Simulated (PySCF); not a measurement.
# [Nd(NH3)3]2+: from a saddle point downhill

PySCF 2.14.0, RKS PBE0, Nd lcecp-0-SVP with ECP50, N def2-SVP, H def2-SVP; non-relativistic Hamiltonian with scalar-relativistic core potentials where named; density fitting; no spin-orbit coupling. Relaxed within the symmetry of its start, the geometry (C3h) is

```xyz
13

Nd    0.0000    0.0000    0.0000
N     2.7180    0.0001    0.0000
H     3.1515   -0.4655    0.8062
H     3.1515   -0.4655   -0.8062
H     3.1514    0.9309    0.0000
N    -1.3591    2.3538    0.0000
H    -1.1726    2.9620    0.8062
H    -1.1726    2.9620   -0.8062
H    -2.3819    2.2637    0.0000
N    -1.3589   -2.3539    0.0000
H    -1.9789   -2.4965    0.8062
H    -1.9789   -2.4965   -0.8062
H    -0.7695   -3.1946    0.0000
```

and its lowest harmonic modes are -51, -51, -49, -20, 43, 43 cm⁻¹ (negative: unstable). It was moved along the lowest mode and relaxed again.

(1) Where does it end, and how much lower?

(2) How do the contacts change?

No frequency check is given for the end, and other unstable modes may remain.

An lcecp potential fixes the number of 4f electrons, so in runs with it no electron can move into or out of that shell; real Nd(II) is rare or takes another configuration.

State: singlet in the valence, with the 4f electrons in the core potential.

Results:

(1) In C1, 0.000 eV lower, after 3 steps:
```xyz
13

Nd   -0.0007   -0.0006    0.0009
N     2.7178    0.0000   -0.0036
H     3.1542   -0.6566    0.6548
H     3.1496   -0.2429   -0.9034
H     3.1518    0.9000    0.2339
N    -1.3591    2.3531   -0.0104
H    -1.3126    2.8839    0.8678
H    -1.0470    3.0315   -0.7156
H    -2.3675    2.2718   -0.1869
N    -1.3590   -2.3534    0.0140
H    -1.9243   -2.5228    0.8545
H    -2.0314   -2.4707   -0.7534
H    -0.7719   -3.1933   -0.0525
```

(2) 
| contact | saddle (Å) | end (Å) |
| --- | --- | --- |
| Nd1–N2 (NH3) | 2.718 | 2.719 |
| Nd1–N6 (NH3) | 2.718 | 2.718 |
| Nd1–N10 (NH3) | 2.718 | 2.717 |
